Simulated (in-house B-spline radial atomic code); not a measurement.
How numerical settings move a run on C+, [He] 2s2 2p1. Computed with an all-electron radial atomic-structure program (B-spline basis): Dirac-Kohn-Sham PBE, spherical fractional occupations, Fermi nucleus of rms radius 2.4702 fm.

Command:
```bash
python run_scf.py task.json out
```
Settings of the sound reference run:
```
Z                6
electrons        5
configuration    [He] 2s2 2p1
hamiltonian      dirac
method           pbe,pbe
spin_polarised   False
nucleus          fermi
rms_radius       2.4702
mass_number      12
atomic_mass      12
speed_of_light   137.036
knot_spacing     0.22
spline_order     8
gauss_points     12
box_radius       35.29
max_iterations   70
damping          0.5
damped_steps     3
diis_vectors     10
tolerance        1e-08
start            Thomas-Fermi
```

Run time, properties included: 1.5 s on 1 thread of Arm Neoverse N1, on a shared host.

It converges in 9 iterations to -37.365663 hartree, with 2p3/2 at -17.0005 eV. The other runs change the listed settings, some to values that make no sense; their results aren't properties of the atom or ion. Radii are in bohr (the nuclear one in fm), a minus after a letter asks for a j subshell, and «unchanged» means within 1e-8 hartree. The run stops when the residual is below 10 × tolerance × max(1, Z/10), or a noise floor if that is larger, and the energy moves by less than 1e-8 × √|E| hartree; so very loose and very tight tolerances often act alike.

| changed settings | outcome |
| --- | --- |
| electrons = 13, configuration = [He] 2s2 2p1 4s2 4p6, max_iterations = 50 | not converged after 50 iterations, last residual 3.3e-03 |
| spline_order = 7 | converged in 9 iterations, energy +1.80e-07 hartree from the reference, 2p3/2 level +7.9e-06 eV |
| spline_order = 4 | converged in 9 iterations, energy +8.98e-06 hartree from the reference, 2p3/2 level -2.6e-05 eV |
| diis_vectors = 0 | converged in 17 iterations, energy unchanged, 2p3/2 level +4.5e-07 eV |
| first_knot = 0.167, max_iterations = 60, damping = 0.95, diis_vectors = 20, start = bare nucleus | converged in 9 iterations, energy +4.08e-03 hartree from the reference, 2p3/2 level +7.1e-03 eV |
| spline_order = 6 | converged in 9 iterations, energy +7.81e-07 hartree from the reference, 2p3/2 level -7.4e-06 eV |
| electrons = 6, configuration = [He] 2s2 2p1 3s-1, max_iterations = 75 | stopped with error: j subshells need the Dirac Hamiltonian and l > 0 |
| knot_spacing = 0.1, max_iterations = 3, diis_vectors = 20 | not converged after 3 iterations, last residual 5.9e-03, last energy +7.69e-03 hartree from the reference |
| spline_order = 5 | converged in 9 iterations, energy -1.15e-07 hartree from the reference, 2p3/2 level +6.9e-06 eV |
| spline_order = 10, gauss_points = 6, max_iterations = 75, damping = 0.95, start = bare nucleus | converged in 9 iterations, energy +9.66e-08 hartree from the reference, 2p3/2 level +7.7e-06 eV |
| diis_vectors = 4 | converged in 9 iterations, energy unchanged, 2p3/2 level +2.6e-06 eV |
| spline_order = 3 | converged in 9 iterations, energy +5.99e-04 hartree from the reference, 2p3/2 level -9.3e-04 eV |
| tolerance = 1e-13 | converged in 9 iterations, energy unchanged |

(1) What happens with knot_spacing = 1, first_knot = 0.167, max_iterations = 60, tolerance = 1e-05?

(2) What happens with spline_order = 10?

(3) What happens with method = hf, speed_of_light = 6.605135?

(4) What happens with box_radius = 17.64, max_iterations = 5?

Results:

(1) Converged in 7 iterations, energy +9.94e-02 hartree from the reference, 2p3/2 level +2.5e-02 eV.

(2) Converged in 8 iterations, energy +9.70e-08 hartree from the reference, 2p3/2 level +5.5e-06 eV.

(3) Converged in 9 iterations to -50.7702 hartree, a different physical problem.

(4) Not converged after 5 iterations, last residual 1.4e-03, last energy +1.08e-04 hartree from the reference.
